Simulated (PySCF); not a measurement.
## Calculated NMR parameters of CO[C@@H]1O[SiH2]OC[C@@H]1Cl

```
Formula                               : C4H9ClO3Si
SMILES                                : CO[C@@H]1O[SiH2]OC[C@@H]1Cl
Point group of the computed structure : C1
Degrees of unsaturation               : 1
Carbon signals                        : 4
Proton signals                        : 7
```

Molfile (atoms numbered from 1):
```
C4H9ClO3Si
     RDKit          3D

 18 18  0  0  0  0  0  0  0  0999 V2000
   -2.3891   -0.2491   -0.4791 C   0  0  0  0  0  0  0  0  0  0  0  0
   -1.0483   -0.6625   -0.3015 O   0  0  0  0  0  0  0  0  0  0  0  0
   -0.4115   -0.0485    0.7700 C   0  0  2  0  0  0  0  0  0  0  0  0
   -0.1897    1.3027    0.5385 O   0  0  0  0  0  0  0  0  0  0  0  0
    0.8682    1.7160   -0.6530 Si  0  0  0  0  0  4  0  0  0  0  0  0
    1.9853    0.5336   -0.7524 O   0  0  0  0  0  0  0  0  0  0  0  0
    1.7466   -0.7655   -0.2940 C   0  0  0  0  0  0  0  0  0  0  0  0
    0.9295   -0.7541    0.9922 C   0  0  2  0  0  0  0  0  0  0  0  0
    0.6453   -2.4093    1.5239 Cl  0  0  0  0  0  0  0  0  0  0  0  0
   -2.4498    0.8357   -0.6004 H   0  0  0  0  0  0  0  0  0  0  0  0
   -2.7403   -0.7469   -1.3799 H   0  0  0  0  0  0  0  0  0  0  0  0
   -2.9991   -0.5541    0.3783 H   0  0  0  0  0  0  0  0  0  0  0  0
   -1.0330   -0.1159    1.6822 H   0  0  0  0  0  0  0  0  0  0  0  0
    0.1622    1.8353   -1.9245 H   0  0  0  0  0  0  0  0  0  0  0  0
    1.5273    2.8910   -0.1251 H   0  0  0  0  0  0  0  0  0  0  0  0
    1.2007   -1.3364   -1.0532 H   0  0  0  0  0  0  0  0  0  0  0  0
    2.7185   -1.2387   -0.1174 H   0  0  0  0  0  0  0  0  0  0  0  0
    1.4687   -0.2269    1.7838 H   0  0  0  0  0  0  0  0  0  0  0  0
  1  2  1  0
  2  3  1  0
  3  4  1  0
  4  5  1  0
  5  6  1  0
  6  7  1  0
  7  8  1  0
  8  9  1  0
  8  3  1  0
  1 10  1  0
  1 11  1  0
  1 12  1  0
  3 13  1  1
  5 14  1  0
  5 15  1  0
  7 16  1  0
  7 17  1  0
  8 18  1  1
M  END
```

No relativistic terms, one averaged value for each set of equivalent atoms, isolated molecule, a single conformation. Geometry: GFN2-xTB; shielding tensors at PBE0/pcSseg-1 (GIAO); PySCF 2.14.0 with density-fitted response routines.

References, each an isolated molecule treated in the same way: 1H (σ = 31.72 ppm) and 13C (σ = 186.93 ppm) and 29Si (σ = 349.16 ppm) vs TMS; 17O (σ = 336.08 ppm) vs H2O.

| carbon | δC, type | δH (multiplicity) | HMBC from (2–3 bonds) | span of the C tensor (ppm) |
| --- | --- | --- | --- | --- |
| C1 | 57.5, CH3 | 3.78 (s) | H13 | 91 |
| C3 | 102.2, CH | 4.97 (m) | H14, H16, H15, H17, H18, H10/H11/H12 | 31 |
| C7 | 66.2, CH2 | H16 4.66 (m); H17 4.20 (m) | H14, H13, H15, H18 | 78 |
| C8 | 60.7, CH | 3.92 (m) | H13, H16, H17 | 42 |

Other nuclei:
```json
{"atoms": "H14", "nucleus": "1H", "environment": "hydrogen on a silicon bonded to 2 O, in a 6-membered ring", "δ (ppm)": "5.11", "σ (ppm)": "26.60"}
{"atoms": "H15", "nucleus": "1H", "environment": "hydrogen on a silicon bonded to 2 O, in a 6-membered ring", "δ (ppm)": "4.59", "σ (ppm)": "27.13"}
{"atoms": "Si5", "nucleus": "29Si", "environment": "silicon bonded to 2 O, 2 H, in a 6-membered ring", "δ (ppm)": "-31.0", "σ (ppm)": "380.1"}
{"atoms": "O4", "nucleus": "17O", "environment": "oxygen bonded to C, Si, in a 6-membered ring", "δ (ppm)": "94.5", "σ (ppm)": "241.5"}
{"atoms": "O2", "nucleus": "17O", "environment": "ether oxygen", "δ (ppm)": "65.5", "σ (ppm)": "270.6"}
{"atoms": "O6", "nucleus": "17O", "environment": "oxygen bonded to C, Si, in a 6-membered ring", "δ (ppm)": "42.0", "σ (ppm)": "294.1"}
```

1. Carbon types of the structure: 2 × CH, 1 × CH2, 1 × CH3, leaving 2 H on heteroatoms.
2. δC 102.2: sp3 carbon bearing two oxygens; 2 electronegative neighbours deshield it.
3. δC 66.2: sp3 CH2 bonded to O; deshielded by the electronegative neighbour.
4. δC 60.7: sp3 CH bonded to Cl; the inductive effect lowers its shielding.
5. δH 4.66, 4.20: hydrogen on an sp3 CH2 bonded to O; its carbon carries O, which withdraws density.
6. δH 3.78: hydrogen on a methyl carbon bonded to O; its carbon carries O, an electronegative neighbour.

Carbons that carry Cl, above all several Cl atoms, come out too deshielded, partly because spin–orbit coupling is missing. Shifts are as computed. Against solution values, carbons near 30 ppm lie about +3 ppm off and those near 130 ppm about +5 ppm; carbons on Cl a further +6 ppm. Of 1211 compounds with measured shifts, 218 miss one by over three times the rms of a fit or turn the order of signals round; such compounds aren't used in these exercises. Experimental scales use liquid or dissolved standards, which lie at an offset from isolated H2O (liquid H2O: subtract about 36 ppm). Multiplicities follow the n + 1 count of equivalent neighbours, as no J values were calculated; m marks all less simple cases, F and P coupling included.
